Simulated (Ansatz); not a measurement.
System: CH₅GeO, charge 0, doublet. CH5GeO (SMILES [GeH2]([CH3])[O], doublet).
B3LYP-D3(BJ)/def2-TZVP minimum from Ansatz (a first-principles code):
```xyz
8

C     -0.7670     1.5019    -0.2250
Ge    -0.1060    -0.3448    -0.1089
O      1.4429    -0.1619     0.7981
H     -1.7145     1.5015    -0.7641
H     -0.9196     1.9020     0.7752
H     -0.0466     2.1179    -0.7593
H     -1.0568    -1.2557     0.6935
H      0.1894    -0.9475    -1.4969
```
Charge 0, spin multiplicity 2.

Total energies in cc-pVDZ, 19 correlated electrons, 16 frozen orbitals. UHF or UKS for unpaired electrons; spin-orbit terms are left out. Cores are frozen in correlated methods (noble-gas shells, and filled d and f shells in the p block). No relativity.

```
method    program  energy (Eh)  minus CCSDT(Q) (mEh)
--------  -------  -----------  --------------------
HF         Ansatz  -2190.94797                443.19
MP2        Ansatz  -2191.33212                 59.04
CCSD       Ansatz  -2191.37928                 11.88
CCSD(T)    Ansatz  -2191.38917                  1.99
CCSDT(Q)   Ansatz  -2191.39116                  0.00
```

Rough core times of Ansatz's runs on a shared machine: CCSD(T) 60 s, CCSDT(Q) 20 min.
